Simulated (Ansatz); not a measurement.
`C[Se]B[SiH3]` + `[SiH3]S` → `[SiH3]BS[SiH3]` + `C[SeH]` at 400 K and 1 bar (ligand exchange at a B–Se bond).

Isolated molecules relaxed with PBE0-D4/def2-TZVP in Ansatz; ΔE leaves out vibrations. CBS: MP2 limit from def2 TZ/QZ plus the TZ coupled-cluster correction, frozen cores. For Se outer-core shells are correlated without core-valence functions, which leaves a few kJ/mol of doubt a bond. Scalar relativity is left out up to krypton. One conformer a species, not always the lowest.

| species | CCSD(T)/CBS energy (Eh) | H − E (kJ/mol) | S (J/(mol·K)) |
| --- | --- | --- | --- |
| `C[Se]B[SiH3]` | -2756.84434 | 231.5 | 399.6 |
| `[SiH3]S` | -689.27336 | 109.8 | 293.0 |
| `[SiH3]BS[SiH3]` | -1004.95639 | 205.3 | 408.9 |
| `C[SeH]` | -2441.15625 | 135.4 | 284.5 |

H − E and S are ideal-gas, rigid-rotor, harmonic terms from PBE0-D4/def2-TZVP, for one conformer and one mirror image of each species. 1 Eh = 2625.50 kJ/mol, R = 8.31446 J/(mol·K).

Question: By hand: ΔE, ΔH, ΔS and ΔG.

Answer: ΔE = (-1004.95639) + (-2441.15625) − (-2756.84434) − (-689.27336) = 0.00506 Eh = 13.3 kJ/mol. Δ(H − E) = 205.3 + 135.4 − 231.5 − 109.8 = -0.6, so ΔH = 12.7 kJ/mol. ΔS = 408.9 + 284.5 − 399.6 − 293.0 = 0.8 J/(mol·K). ΔG = 12.7 − 400 × (0.8)/1000 = 12.4 kJ/mol.

Question: By hand: the equilibrium constant, and the temperature at which ΔG would vanish if ΔH and ΔS stayed fixed.

Answer: log₁₀ K = −ΔG/(RT ln 10) = -1.6. ΔG = 0 at ΔH/ΔS = 15875 K, far beyond where these terms or the molecules hold.

The number of gas molecules stays the same, so ΔS is small and ΔH decides. A doubt of 5 kJ/mol in ΔE shifts log₁₀ K by 0.7 here. Other conformers and mirror images would add mixing entropy, several J/(mol·K) or more a flexible species. These are equilibria of isolated gas molecules and say nothing of rates. Largest T1 diagnostic: 0.015 (customary marks: 0.02 for closed shells, 0.045 for open ones).
